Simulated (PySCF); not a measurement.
Computed shifts of a molecule C3H8Si2, PBE/pcSseg-1 (PySCF), GIAO, gas phase, atoms alike by connectivity averaged where their shifts nearly agree, in ppm (number of nuclei): ¹³C: 105.0 (1), 87.3 (1), -2.0 (1). ²⁹Si: -67.2 (1), -106.7 (1). ¹H: 4.90 (1), 3.84 (3), 2.63 (1), 0.71 (3). References: ¹³C against TMS (σ = 182.0 ppm); ²⁹Si against TMS (σ = 335.4 ppm); ¹H against TMS (σ = 31.49 ppm), references at their B3LYP-D3(BJ)/def2-TZVP geometries, non-relativistic. Geometry: PBE0-D3(BJ)/def2-SVP. One conformer was computed; it need not be the lowest.

Which structure fits?
A. C[Si@@H]1C=C[SiH2]1
B. C1=C[SiH2]C[SiH2]1
C. C=C1[SiH2]C[SiH2]1
D. C#C[Si@@H](C)[SiH3]

D, C#C[Si@@H](C)[SiH3]
